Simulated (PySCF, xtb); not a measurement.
AlFClBr, SMILES [Al]([Cl])([F])[Br].

GFN2-xTB run with xtb at its own geometry gives an orbital gap of 4.35 eV and a dipole moment of 3.39 D.

The structure is a stationary point at PBE0-D3(BJ)/def2-SVP.

Problem. What does HF/def2-TZVPD in PySCF give? (Estimate from the structure and the level; the computed values follow.)

Solution. gap 12.79 eV (levels -12.14 and 0.65 eV), dipole 0.65 D.
